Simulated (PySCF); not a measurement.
**Ta²⁺ (tantalum, charge +2) across methods**

[Xe] 4f14 5d2 6s1, high-spin 4F determinant (an excited configuration). All numbers are calculated (PySCF 2.14, scalar relativity through the core potential, in aug-cc-pwCVDZ-PP with ECP60MDF (6s6p5d3f, 70 functions)).

| method | E (hartree) | mean ε 5p β (eV) | mean ε 5d α (eV) | mean ε 6s α (eV) | Σ⟨r²⟩ (bohr²) | ⟨S²⟩ |
| --- | --- | --- | --- | --- | --- | --- |
| PBE0 | -56.4267 | -58.626 | -22.952 | -20.840 | 32.03 | 3.751 |
| PW91 | -56.4809 | -56.457 | -21.580 | -20.200 | 32.04 | 3.751 |
| LDA | -56.2714 | -56.300 | -21.397 | -20.416 | 32.18 | 3.750 |
| PBE | -56.4525 | -56.378 | -21.515 | -20.116 | 32.05 | 3.751 |
| r2SCAN | -56.4639 | -57.262 | -21.916 | -20.248 | 32.05 | 3.752 |
| wB97X-V | -56.4069 | -61.328 | -25.106 | -22.649 | 32.02 | 3.751 |
| CAM-B3LYP | -56.3919 | -60.106 | -24.170 | -21.989 | 32.04 | 3.751 |
| UHF | -55.98111 | -64.172 | -26.603 | -22.519 | 32.37 | 3.755 |
| r2SCANh | -56.4485 | -58.033 | -22.439 | -20.541 | 32.04 | 3.752 |

Energies and moments cover only the electrons outside the core potential. Spin-orbit coupling, absent here, splits the open shell strongly.
